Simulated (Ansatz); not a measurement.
FeI₂. Charge 0, multiplicity 5. Geometry relaxed at PBE0-D4/def2-TZVP.

```xyz
3

Fe    0.011    0.013   -0.004
I     1.936   -1.440    0.571
I    -1.946    1.427   -0.567
```

In the def2 sets I takes a core potential; there is no spin–orbit coupling.

Task: Estimate the harmonic wavenumbers at UKS PBE0-D4/def2-TZVP (Ansatz, unscaled). Is this a minimum?

Result: 51, 52, 151, 346 cm⁻¹. Yes, no mode is imaginary beyond noise. Zero-point energy 3.6 kJ/mol. It took 3.6 min on 2 threads of Intel Xeon 6975P-C on a shared host, peak host memory 0.9 GiB.
